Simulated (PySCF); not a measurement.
B3LYP has the VWN-RPA correlation part, as in Gaussian. Delta-SCF ions had no search for a lower state. Excitations are Tamm–Dancoff values on a coarser integration grid. The basis has no diffuse functions, so Rydberg states are missing or too high.

**C₃H₈OS, SMILES `CC[S@](C)=O` (C–C–S–O torsion 44°) (charge 0, multiplicity 1)**

Calculation: B3LYP-D3(BJ)/def2-TZVP (PySCF 2.14.0).

* **HOMO**: -6.37 eV
* **dipole moment**: 3.86 D
* **LUMO**: 0.56 eV
* **HOMO–LUMO gap**: 6.93 eV
* **S1 excitation (TDA)**: 5.84 eV
* **S1 oscillator strength**: 0.004
* **brightest of the four lowest singlets (TDA)**: 6.01 eV
* **T1 excitation (TDA)**: 5.08 eV
* **S1–T1 gap (TDA)**: 0.76 eV
* **vertical ionisation energy (Delta-SCF)**: 8.74 eV
* **total energy**: -592.6559 Ha
* **cost**: very roughly 4 core-minutes

```xyz
13

C      1.4289    -0.4786     0.3416
C      0.8084     0.4982    -0.6426
S     -0.9146     0.0759    -1.1183
C     -1.6963     0.3340     0.5021
O     -0.9442    -1.3930    -1.3735
H      1.0233    -0.3596     1.3461
H      2.5069    -0.3209     0.3976
H      1.2465    -1.5024     0.0142
H      1.3400     0.4837    -1.5956
H      0.7948     1.5294    -0.2826
H     -1.5818     1.3748     0.8060
H     -1.2606    -0.3425     1.2348
H     -2.7512     0.1009     0.3701
```
Charge 0, spin multiplicity 1.
